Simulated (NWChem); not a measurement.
# CH$_{6}$OSiTe; SMILES O(C)[Te][SiH3]

```xyz
10

Te     0.6904     0.0429    -0.0169
O     -0.6907     1.3713     0.6191
C     -1.3889     2.0715    -0.3751
H     -1.9822     1.4114    -1.0365
H     -2.0878     2.7457     0.1482
H     -0.7316     2.6904    -1.0142
Si    -0.9599    -1.8429     0.0063
H     -2.1201    -1.5291    -0.8794
H     -1.4511    -2.1097     1.3890
H     -0.2285    -3.0371    -0.5170
```
Atoms are numbered in this order, from 1.

All runs: NWChem. Medium grid unless said otherwise, to which SCAN and Minnesota functionals are sensitive. Coordinates come from a PBE0/def2-SVP optimisation. Not confirmed as a minimum by frequencies. def2 effective core potentials on Te; no spin-orbit coupling. B3LYP is NWChem's, with the RPA form of VWN correlation.

Problem. Order these by “dipole (D)”, lowest first: MN15/def2-SVP; M06-L/def2-SVP; CAM-B3LYP/def2-SVP; B3LYP/def2-SVP; BLYP/def2-SVP.

Solution. BLYP/def2-SVP (1.20), M06-L/def2-SVP (1.31), B3LYP/def2-SVP (1.37), MN15/def2-SVP (1.42), CAM-B3LYP/def2-SVP (1.49)
